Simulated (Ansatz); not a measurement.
Geometry optimisation, RKS PBE0-D4/def2-SVP (Ansatz 0.2.0).

input.yaml

```yaml
crystal:
  periodic: [false, false, false]
  atoms:
    - { symbol: Si, position_ang: [-0.5217, 0.1147, -0.7437] }
    - { symbol: Si, position_ang: [1.8707, 0.2429, 0.2399] }
    - { symbol: S, position_ang: [-0.1135, -2.0366, -1.0294] }
    - { symbol: H, position_ang: [1.4219, -1.5025, -0.2983] }
    - { symbol: H, position_ang: [-0.8889, 0.6615, -2.0543] }
    - { symbol: C, position_ang: [-1.9858, 0.3418, 0.4394] }
    - { symbol: H, position_ang: [1.9637, -0.4837, 1.5138] }
    - { symbol: H, position_ang: [2.1989, 1.6353, 0.5927] }
    - { symbol: H, position_ang: [2.9232, -0.1407, -0.7152] }
    - { symbol: H, position_ang: [-2.892, -0.1173, 0.0448] }
    - { symbol: H, position_ang: [-1.7865, -0.1114, 1.4076] }
    - { symbol: H, position_ang: [-2.1901, 1.3959, 0.6027] }
basis:
  gaussian: { orbitals: def2-SVP }
hamiltonian:
  xc: pbe0
  dispersion: d4
relax:
  f_tol: 0.15
  max_steps: 25
  restrain:
    - { distance: [3, 1], at: 1.42, k: 30.0 }
    - { distance: [0, 1], at: 3.52, k: 30.0 }
    - { distance: [3, 2], at: 2.66, k: 30.0 }
```

Command:

```bash
$ ansatz run input.yaml --threads 2 --pin off --max-ram 3072MiB --backend cpu --events-out ev --progress --plain --runs-dir out
```

Task: Where does it end, and by what steps?

Result: It converged. The restraints hold the end off the free minimum. After 9 steps the energy has fallen by 1.044 eV (the restraints' own energy left out); Si1 moved furthest, 0.81 Å. Parted: Si1–Si2. Joined: Si2–H4.

```csv
step,energy less start (eV),largest force component (eV/Å),accepted
0,0.0000,3.212,yes
1,2.0749,3.409,yes
2,3.4744,6.879,yes
3,1.9850,4.174,yes
4,0.5195,1.827,yes
5,-0.3278,1.260,yes
6,-0.8257,1.046,yes
7,-0.9809,0.986,yes
8,-1.0253,0.717,yes
9,-1.0442,0.704,yes
```

```xyz
12
Properties=species:S:1:pos:R:3
Si -1.060 -0.401 -1.069
Si 2.126 0.081 0.351
S -0.727 -2.285 -1.453
H 1.198 -0.850 -0.271
H -0.691 0.712 -1.995
C -1.887 0.279 0.456
H 2.270 -0.249 1.800
H 1.568 1.464 0.226
H 3.450 0.019 -0.334
H -2.973 0.332 0.268
H -1.732 -0.394 1.311
H -1.542 1.292 0.709
```

The run took 34 s on 2 threads of Arm Neoverse V1, on a shared host, peak memory 0.24 GiB.
